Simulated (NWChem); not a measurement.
# Atomisation of hydrogen iodide (HI)

SMILES: I
```xyz
2

I      0.0000     0.0000     0.0302
H      0.0000     0.0000    -1.6026
```
Charge 0, spin multiplicity 1.

The numbers come from NWChem runs, not from measurements. The geometry was optimised at PBE/def2-SVP with def2 effective core potentials on I, a minimum by its harmonic frequencies.

Basis set: def2-TZVP. The atomisation energy is electronic alone: no zero-point, thermal, spin-orbit or counterpoise terms. No value is extrapolated to the basis-set limit. Free atoms are single determinants with multiplicities I 2, H 2.

Effective core potentials replace the inner electrons of I; spin-orbit coupling is left out. The stability of the SCF solutions was not checked. Open-shell Hartree-Fock references start from PBE0 orbitals.

### Question
One of these methods gave an atomisation energy of 78.4 kcal/mol. Which?
A) r2SCAN
B) HF
C) BHandHLYP

### Answer
A, r2SCAN. The others give 52.2 (HF), 75.3 (BHandHLYP).
